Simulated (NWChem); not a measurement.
Correlation energy of formamidinium (CH5N2 (+1))

```
C
N 1 1.3077
N 1 1.3077 2 125.83
H 2 1.0159 1 119.96 3 180.00
H 3 1.0159 1 119.96 2 180.00
H 2 1.0175 4 116.85 1 180.00
H 3 1.0175 5 116.85 1 180.00
H 1 1.0959 2 117.09 4 0.00
```
Charge +1, spin multiplicity 1.

Everything below was run with NWChem. Structure: optimised with PBE0/def2-SVP, a minimum by its harmonic frequencies. It is one conformer; others weren't searched.

Basis set: cc-pVDZ. Each correlation energy counts from its own Hartree-Fock reference.

The correlated methods keep 3 core orbitals frozen. Coupled-cluster values serve here as a point of comparison, not as the truth.

Problem. For the correlation energy, CCSD gives -490.4 mHa and RI-MP2 gives -460.5 mHa. What do CR-CCSD(T), CCSD(T) give?

Solution. CR-CCSD(T): -501.8 mHa; CCSD(T): -505.0 mHa.
